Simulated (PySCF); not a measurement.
MoO3, SMILES [O]=[Mo](=[O])=[O], multiplicity 1. Atoms are numbered in the order given.

```xyz
4

Mo     0.0000     0.0000     0.1967
O      1.3887    -0.8018    -0.3442
O     -1.3887    -0.8018    -0.3442
O      0.0000     1.6035    -0.3442
```

The structure is a stationary point at PBE0-D3(BJ)/def2-TZVP. The spin state was assumed, not searched. The isomer is the one that the SMILES or the coordinates give; other isomers of the formula were not compared. The def2 effective core potentials stand for the cores of Mo; spin–orbit coupling is left out.

Level of theory: PBE0-D3(BJ)/def2-TZVP in PySCF 2.14.0.

Frequencies are harmonic and unscaled.

Modes within 1.5 cm⁻¹ of each other (mostly degenerate sets) share a row, with their intensities summed.

```tsv
mode	ν (cm⁻¹)	IR (km/mol)	moving atoms (share of kinetic energy)
1	259	49.9	O 72 %, Mo 28 %
2–3	346	2.2	O 91 %, Mo 9 %
4–5	1002	518.0	O 80 %, Mo 20 %
6	1046	5.1	O 95 %
```
